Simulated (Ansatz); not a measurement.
Harmonic frequencies (cm⁻¹) at PBE0-D4/def2-TZVP from Ansatz: 93, 93, 123, 152, 152, 214, 266, 266, 334, 457, 475, 475, 501, 501, 503, 652, 652, 657, 1534, 1534, 1536, 3552, 3552, 3553, 3651, 3651, 3652.

Each molecule was computed in one conformer, which needn't be the lowest.

Task: Which molecule is it?
A. `[NH2][Zr]([NH2])([NH2])[I]`
B. `[CH3][Zr]([OH])([OH])[OH]`
C. `C#[C][Zr]([Cl])([Cl])[O]C`
D. `[OH][Zr]([SH])([SH])[SH]`

Result: A.
